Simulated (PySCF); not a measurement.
Isomers of C11H7F, mass 158.053 u with the commonest isotopes. Theory: PBE0/pcSseg-1 in PySCF (dipole) on a GFN2-xTB geometry, gas phase. One conformer each, none proved a minimum here; rigid rotors.

Problem. Order these by rotational constant A, smallest first.
A. `[CH:1]#[C:2][c:3]1[cH:4][cH:5][c:6]([F:7])[cH:8][c:9]1[C:10]1=[CH:11][CH2:12]1` with C8–C9–C10–C11 180°
B. `C#Cc1cc(F)cc2c1CC=C2`
C. `C#CC1=CC(=C)C(F)=C1C#CC`

Solution. B (1162 MHz), C (1244 MHz), A (1436 MHz).

Problem. Order these by rotational constant C, smallest first.
A. `C#CC1=CC(=C)C(F)=C1C#CC`
B. `[CH:1]#[C:2][c:3]1[cH:4][cH:5][c:6]([F:7])[cH:8][c:9]1[C:10]1=[CH:11][CH2:12]1` with C8–C9–C10–C11 180°
C. `c1c(C#C)c2c(cc1F)C=CC2`

Solution. A (459.1 MHz), B (500.5 MHz), C (537.2 MHz).

Problem. Order these by dipole moment, smallest first.
A. `C#CC1=CC(=C)C(F)=C1C#CC`
B. `C#CC1=C2CC=CC2=CC(F)=C1`
C. `[CH:1]#[C:2][c:3]1[cH:4][cH:5][c:6]([F:7])[cH:8][c:9]1[C:10]1=[CH:11][CH2:12]1` with C8–C9–C10–C11 180°

Solution. A (0.58 D), C (1.36 D), B (2.39 D).

```tsv
SMILES	point group	Ia (u·Å²)	Ib (u·Å²)	Ic (u·Å²)	κ	μa (D)	μb (D)	μc (D)
C#Cc1cc(F)cc2c1CC=C2	Cs	435.09	508.70	940.69	0.46	2.34	0.45	0.00
C#CC1=CC(=C)C(F)=C1C#CC	–	406.11	697.87	1100.82	-0.32	0.02	0.58	0.01
C#Cc1ccc(F)cc1C1=CC1	Cs	351.99	661.16	1009.83	-0.44	0.99	0.94	0.01
```
